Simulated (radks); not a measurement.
Results of a calculation; reference values are marked as such.
The mean radii <r> (bohr) of the occupied orbitals of an atom or ion are listed with their occupations. Code: a radial shooting solver on a logarithmic mesh with Libxc functionals. Model: scalar-relativistic Kohn-Sham, PBEsol, spin-unpolarised, spherical densities, finite nucleus; Fermi nuclear charge, rms radius of each element as measured or else 0.836 A^(1/3) + 0.57 fm.

| orbital | occ. | <r> |
|---|---|---|
| 1s | 2 | 0.02551 |
| 2s | 2 | 0.1051 |
| 2p | 2 | 0.09111 |

Name the element and its charge.

Answer. Z = 56, barium, charge +50: Ba50+ in [He] 2s2 2p2. The 1s radius gives Z: for a bare nucleus <r> = (2 gamma + 1)/(2Z) with gamma = sqrt(1 - (Z/c)^2), 0.02523 bohr for Z = 56, and screening makes it slightly larger (0.02551 here). The occupations add up to 6, and the charge is Z minus that.
